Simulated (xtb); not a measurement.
Harmonic IR lines of one isomer of C₇H₁₂BN, unscaled. Computed with xtb 6.7.1 with GFN2-xTB.

wavenumber (cm⁻¹): 809 (s), 968 (w), 985 (vw), 1087 (w), 1097 (w), 1189 (m), 1265 (vw), 1337 (vw), 2380 (vs), 2657 (m), 2699 (m), 2953 (vw), 2961 (w), 2976 (s), 2987 (s)

Task: Identify which structure gives these lines.
A. `BC1(C#N)CCCCC1`
B. `B[C@@H]1CCC[C@H](C#N)C1`
C. `B[C@@H]1CCC[C@@H](C#N)C1`
D. `B[C@@H]1CCCC[C@@H]1C#N`

Result: A, `BC1(C#N)CCCCC1`
